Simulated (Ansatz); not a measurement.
Species: selenium dioxide, SeO₂, net charge 0, singlet state. SMILES: [Se](=O)=O
Geometry from a B3LYP-D3(BJ)/def2-TZVP (Ansatz, a quantum-chemistry and plane-wave program) optimisation:
```xyz
3

O     -1.3669     0.5583    -0.0329
Se     0.0083    -0.2816     0.0062
O      1.3317     0.6385     0.0066
```

Task: Give the harmonic wavenumbers at B3LYP-D3(BJ)/def2-TZVP (Ansatz, finite differences of forces, unscaled).

Result: 372, 972, 1010 cm⁻¹. Zero-point energy 3.4 kcal/mol.

Task: From these and the geometry, give the ideal-gas thermochemistry at 298.15 K and 1 atm (rigid rotor, harmonic oscillator).

Result: Point group C2v, rotational symmetry number 2. Rotational constants 28.62, 8.666, 6.652 GHz. S(trans) 40.03, S(rot) 21.42, S(vib) 1.26, S(elec, spin only) 0.00, S 62.7 cal/(mol K). H(298) - H(0) 2.63 kcal/mol; G - E(el) -12.7 kcal/mol.
